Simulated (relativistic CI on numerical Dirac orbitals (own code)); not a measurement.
**Electric-dipole transitions in Tl XXXVIII**

These numbers are calculated, not measured: Dirac-Coulomb-Breit CI, orbitals from a KLI potential per configuration, model QED, unscaled Slater integrals (own radial code, finite nucleus).

Configuration list (outside the closed core [Ar] 3d10): 4s2.4p6.4d8, 4s2.4p6.4d7.4f, 4s2.4p5.4d9, 4s.4p6.4d9, 4s2.4p5.4d8.4f, 4s.4p6.4d8.4f, 4s2.4p6.4d7.5s, 4s2.4p6.4d6.4f.5s, 4s2.4p6.4d7.5p, 4s2.4p5.4d8.5s, 4s2.4p6.4d7.5f, 4s2.4p6.4d6.5s.5p, 4p6.4d9.4f, 4s.4p6.4d7.4f.5s, 4s2.4p5.4d8.5d, 4s2.4p6.4d7.6p, 4s.4p6.4d8.5p, 4s2.4p6.4d7.6f, 4p6.4d9.5p, 4s2.4p5.4d8.5g, 4s2.4p5.4d8.6s, 4s2.4p6.4d7.7p, 4p6.4d8.4f.5s, 4p6.4d10, 4p5.4d10.4f, 4p6.4d9.5s, 4p5.4d10.5s, 4p5.4d9.4f.5s. Double excitations out of closed p, d and f shells are left out; levels of such configurations are missing from the list, as are those of other unlisted configurations, and high levels can miss mixing partners. These lack a partner that the ground configuration has and come out too high: 4s2.4p5.4d8.5d, 4s2.4p5.4d8.5g, 4s2.4p5.4d8.6s.

| λ vac (nm) | Lower | Upper | A (s⁻¹) | gf | Branching (%) |
| --- | --- | --- | --- | --- | --- |
| 3.3601 | 4s2.4p6.4d8 3F_2 [8] | 4s2.4p5.4d9 3D°_1 [227] | 5.39e+12 | 2.74e+00 | 64.4 |
| 3.3855 | 4s2.4p6.4d8 3F_3 [4] | 4s2.4p5.4d9 1F°_3 [225] | 1.83e+12 | 2.20e+00 | 23.4 |
| 3.4097 | 4s2.4p6.4d8 3F_3 [4] | 4s2.4p5.4d9 3P°_2 [224] | 2.26e+12 | 1.97e+00 | 29.1 |
| 3.4507 | 4s2.4p6.4d8 1G_4 [7] | 4s2.4p5.4d9 1F°_3 [225] | 5.29e+12 | 6.61e+00 | 67.6 |
| 3.4514 | 4s2.4p6.4d8 3P_2 [5] | 4s2.4p5.4d9 3P°_2 [224] | 2.97e+12 | 2.65e+00 | 38.2 |
| 3.4717 | 4s2.4p6.4d8 3P_1 [6] | 4s2.4p5.4d9 3P°_2 [224] | 2.53e+12 | 2.28e+00 | 32.5 |
| 3.4745 | 4s2.4p6.4d8 1S_0 [9] | 4s2.4p5.4d9 3D°_1 [227] | 2.93e+12 | 1.59e+00 | 35.0 |
| 3.5651 | 4s2.4p6.4d8 3F_2 [8] | 4s2.4p5.4d9 3F°_2 [226] | 4.93e+12 | 4.69e+00 | 99.7 |
| 4.0401 | 4s2.4p6.4d8 3F_3 [4] | 4s2.4p6.4d7.4f 1G°_4 [216] | 5.51e+11 | 1.21e+00 | 10.0 |
| 4.0657 | 4s2.4p6.4d8 3P_2 [5] | 4s2.4p6.4d7.4f 3P°_1 [218] | 1.74e+12 | 1.30e+00 | 28.3 |
| 4.0678 | 4s2.4p6.4d8 3F_4 [1] | 4s2.4p6.4d7.4f 3H°_5 [190] | 5.62e+11 | 1.53e+00 | 99.8 |
| 4.0722 | 4s2.4p6.4d8 1D_2 [2] | 4s2.4p6.4d7.4f 1D°_2 [195] | 8.09e+11 | 1.01e+00 | 89.9 |
| 4.0745 | 4s2.4p6.4d8 3F_4 [1] | 4s2.4p6.4d7.4f 3D°_3 [189] | 4.42e+12 | 7.70e+00 | 91.8 |
| 4.0766 | 4s2.4p6.4d8 3F_4 [1] | 4s2.4p6.4d7.4f 3G°_5 [187] | 4.96e+12 | 1.36e+01 | 100.0 |
| 4.0792 | 4s2.4p6.4d8 1D_2 [2] | 4s2.4p6.4d7.4f 1D°_2 [194] | 5.19e+12 | 6.47e+00 | 99.4 |
| 4.0799 | 4s2.4p6.4d8 1G_4 [7] | 4s2.4p6.4d7.4f 1H°_5 [221] | 5.84e+12 | 1.60e+01 | 100.0 |
| 4.0811 | 4s2.4p6.4d8 1D_2 [2] | 4s2.4p6.4d7.4f 1F°_3 [193] | 5.43e+12 | 9.50e+00 | 96.3 |
| 4.0844 | 4s2.4p6.4d8 3F_3 [4] | 4s2.4p6.4d7.4f 3F°_3 [213] | 3.44e+12 | 6.02e+00 | 62.1 |
| 4.0847 | 4s2.4p6.4d8 3P_1 [6] | 4s2.4p6.4d7.4f 3P°_0 [219] | 6.32e+12 | 1.58e+00 | 100.0 |
| 4.0919 | 4s2.4p6.4d8 3F_4 [1] | 4s2.4p6.4d7.4f 3F°_4 [183] | 5.77e+12 | 1.30e+01 | 100.0 |
| 4.0939 | 4s2.4p6.4d8 3P_1 [6] | 4s2.4p6.4d7.4f 3P°_1 [218] | 4.37e+12 | 3.30e+00 | 71.1 |
| 4.0943 | 4s2.4p6.4d8 3P_2 [5] | 4s2.4p6.4d7.4f 3F°_2 [217] | 2.38e+12 | 2.99e+00 | 50.2 |
| 4.0998 | 4s2.4p6.4d8 3P_0 [3] | 4s2.4p6.4d7.4f 3D°_1 [202] | 5.21e+12 | 3.94e+00 | 95.8 |
| 4.1006 | 4s2.4p6.4d8 1D_2 [2] | 4s2.4p6.4d7.4f 1P°_1 [192] | 5.78e+12 | 4.37e+00 | 99.1 |
| 4.1009 | 4s2.4p6.4d8 3F_3 [4] | 4s2.4p6.4d7.4f 3G°_4 [210] | 5.12e+12 | 1.16e+01 | 91.8 |
| 4.1070 | 4s2.4p6.4d8 3F_3 [4] | 4s2.4p6.4d7.4f 3D°_2 [209] | 3.73e+12 | 4.72e+00 | 67.3 |
| 4.1082 | 4s2.4p6.4d8 3P_2 [5] | 4s2.4p6.4d7.4f 3D°_3 [215] | 5.00e+12 | 8.85e+00 | 88.1 |
| 4.1155 | 4s2.4p6.4d8 3F_2 [8] | 4s2.4p6.4d7.4f 3G°_3 [222] | 5.66e+12 | 1.01e+01 | 99.8 |
| 4.1229 | 4s2.4p6.4d8 3P_1 [6] | 4s2.4p6.4d7.4f 3F°_2 [217] | 1.83e+12 | 2.34e+00 | 38.7 |
| 4.1255 | 4s2.4p6.4d8 3F_4 [1] | 4s2.4p6.4d7.4f 3D°_3 [176] | 5.70e+11 | 1.02e+00 | 61.3 |
| 4.1332 | 4s2.4p6.4d8 1G_4 [7] | 4s2.4p6.4d7.4f 1G°_4 [216] | 4.98e+12 | 1.15e+01 | 90.0 |
| 4.1415 | 4s2.4p6.4d8 3P_2 [5] | 4s2.4p6.4d7.4f 3S°_1 [214] | 3.51e+12 | 2.71e+00 | 69.5 |
| 4.1510 | 4s2.4p6.4d8 3F_4 [1] | 4s2.4p6.4d7.4f 3D°_3 [175] | 4.38e+11 | 7.91e-01 | 44.9 |
| 4.1797 | 4s2.4p6.4d8 1G_4 [7] | 4s2.4p6.4d7.4f 3F°_3 [213] | 1.96e+12 | 3.59e+00 | 35.3 |
| 4.1973 | 4s2.4p6.4d8 3P_1 [6] | 4s2.4p6.4d7.4f 3D°_2 [209] | 1.22e+12 | 1.61e+00 | 22.1 |
| 4.2326 | 4s2.4p6.4d8 1S_0 [9] | 4s2.4p6.4d7.4f 1P°_1 [223] | 3.71e+12 | 2.99e+00 | 73.2 |
| 4.4265 | 4s2.4p6.4d8 3F_2 [8] | 4s2.4p6.4d7.4f 1D°_2 [220] | 1.63e+12 | 2.40e+00 | 51.4 |
| 4.9758 | 4s2.4p6.4d7.4f 5H°_7 [28] | 4s2.4p5.4d8.4f 3H_6 [325] | 1.12e+12 | 5.40e+00 | 66.2 |
| 4.9842 | 4s2.4p6.4d7.4f 5I°_8 [24] | 4s2.4p5.4d8.4f 5H_7 [318] | 1.61e+12 | 9.01e+00 | 83.4 |
| 4.9945 | 4s2.4p6.4d7.4f 3I°_7 [19] | 4s2.4p5.4d8.4f 3H_6 [299] | 1.44e+12 | 7.02e+00 | 81.7 |
| 5.0596 | 4s2.4p6.4d7.4f 5G°_5 [14] | 4s2.4p5.4d8.4f 3G_4 [277] | 6.20e+11 | 2.14e+00 | 53.7 |
| 5.2857 | 4s2.4p6.4d7.4f 5G°_6 [16] | 4s2.4p5.4d8.4f 5H_6 [256] | 7.55e+11 | 4.11e+00 | 75.6 |
| 5.3126 | 4s2.4p6.4d7.4f 5I°_8 [24] | 4s2.4p5.4d8.4f 5I_8 [270] | 7.71e+11 | 5.54e+00 | 83.2 |
| 5.3211 | 4s2.4p6.4d7.4f 3I°_7 [19] | 4s2.4p5.4d8.4f 3I_7 [258] | 8.08e+11 | 5.14e+00 | 85.5 |
| 5.3325 | 4s2.4p6.4d7.4f 5H°_7 [28] | 4s2.4p5.4d8.4f 5H_7 [274] | 6.33e+11 | 4.05e+00 | 73.4 |

Terms are leading LS components. Brackets give the number of a level in order of energy, since labels repeat. The list gives strong lines, with weight on those to low levels, without lines whose two gauges differ by over a factor of 2.5, among the lowest 400 of 5120 levels, so that lines to higher ones, which can be the strongest, are missing. Levels whose partners in the same complex of configurations lie outside the list can be far off, and so can their lines. Rates are taken at the computed energies, electric ones in the length gauge.

At this charge energies of transitions that change n are usually good to better than 1 %, and those within a shell (Δn = 0) to a few per cent. Terms inside the open d or f shell come out 10 to 20 % too wide with unscaled integrals.

**Question.** From the table, what is the radiative lifetime of 4s2.4p5.4d9 3P°_2?

**Answer.** The listed rates from this level add up to about 7.76e+12 s⁻¹, 100 % of its decay; with all channels τ = 1.29e-13 s.

LS names give the leading component of a level, which can be under half, so a name can repeat, a term be missing and a line seem to break the LS rules.
